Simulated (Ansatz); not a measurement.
Reaction (redistribution): `F[SiH2]C[SiH](F)F` + `[SiH3]O[SiH2]S` → `F[SiH](F)O[SiH2]S` + `F[SiH2]C[SiH3]`

Computed with Ansatz on PBE0-D4/def2-TZVP structures; ΔE is electronic, products minus reactants. CBS: MP2 limit from def2 TZ/QZ plus the TZ coupled-cluster correction, frozen cores. Functionals use def2-TZVPP. B3LYP here is the variant with VWN-RPA as its local correlation; programs differ in this. Each species was taken in one conformer, which may not be the lowest.

Problem. Is it downhill or uphill in electronic energy at CCSD(T)/CBS, and by how much? (Estimate.)

Solution. The calculation gave: Downhill: ΔE = -4.7 kcal/mol.

Problem. What do these levels give: r2SCAN-D4, PBE0-D4, B3LYP-D4, ωB97X-V, PBE0, HF/def2-TZVPP, MP2/def2-TZVPP, SCS-MP2/def2-TZVPP, CCSD/def2-TZVPP, SCS-MP2/def2-QZVPP, HF/CBS(def2), MP2/CBS(def2)? (An estimate is asked.)

Solution. Ansatz gave: r2SCAN-D4 -4.7, PBE0-D4 -4.8, B3LYP-D4 -4.4, ωB97X-V -4.2, PBE0 -4.9, HF/def2-TZVPP -5.4, MP2/def2-TZVPP -4.5, SCS-MP2/def2-TZVPP -4.4, CCSD/def2-TZVPP -5.0, SCS-MP2/def2-QZVPP -4.4, HF/CBS(def2) -5.6, MP2/CBS(def2) -4.4 kcal/mol.

Largest T1 diagnostic among the species: 0.012.
